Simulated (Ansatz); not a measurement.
trans-dichloroethylene (C₂H₂Cl₂), singlet, geometry from GFN2-xTB; HF/3-21G in Ansatz (a quantum-chemistry and plane-wave program).

Here is a job for Ansatz.
Ansatz 0.2 input:
```yaml
crystal:
  periodic: [false, false, false]
  atoms:
    - {symbol: Cl, position_ang: [2.10328556, 0.36099099, 0.01830268]}
    - {symbol: C, position_ang: [0.55226406, -0.36482497, -0.00124048]}
    - {symbol: C, position_ang: [-0.55226406, 0.36482497, 0.00124048]}
    - {symbol: Cl, position_ang: [-2.10328556, -0.36099099, -0.01830268]}
    - {symbol: H, position_ang: [0.55829032, -1.44326218, -0.01538865]}
    - {symbol: H, position_ang: [-0.55829032, 1.44326218, 0.01538865]}
basis:
  gaussian:
    orbitals: 3-21G.json
    point_charges:
      - {charge: -1.0, position_ang: [-3.3392, -3.5006, 1.7188]}
hamiltonian:
  xc: hf
```
The basis file holds 3-21G in the JSON format of the Basis Set Exchange.

**Question.** Write the output that Ansatz gives for this input, abridged.

**Answer.** 
```
Functional definition: HF
574 factors; integrals over basis functions are off by at most 1.0e-3 eV
mean field evaluation 1: about -26965.6242 eV, gradient 1.5e1 eV
mean field evaluation 2: about -26965.9445 eV, gradient 1.5e1 eV
mean field evaluation 4: about -26966.8125 eV, gradient 2.0e0 eV
mean field evaluation 8: about -26966.8284 eV, gradient 9.7e-2 eV
mean field -26966.82849311 eV, -991.0126683490 hartree, gradient 3.4e-5 eV, S^2 0.000000; 0 other end points of the search recorded, 0 dependent functions left out
reference -26966.82849311 eV, -991.0126683490 hartree; 24, 24 occupied and 24, 24 virtual orbitals, 574 factors
Total energy: -26966.82849311 eV, -991.0126683490 hartree
```
